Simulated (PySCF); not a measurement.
Computed IR spectrum (relative IR intensity) of a molecule C₄H₅Br. Geometry: B3LYP-D3(BJ)/def2-SVP. Other conformers were not sampled. Level of theory: B3LYP-D3(BJ)/def2-SVP (PySCF). Frequencies are harmonic and unscaled.

```csv
ν (cm⁻¹),relative intensity
160,2.3
323,12
647,3.1
759,100
834,48
931,52
954,6.1
966,61
1038,72
1167,3.7
1230,39
1293,27
1309,8.9
1429,9.5
1644,34
1705,62
3139,15
3148,9.9
3166,10
3205,22
3241,16
```

Problem. Identify the compound among the candidates.
(A) C=C=C(C)Br
(B) BrC1=CCC1
(C) CC=C=CBr
(D) C=C/C=C/Br

Solution. D, C=C/C=C/Br
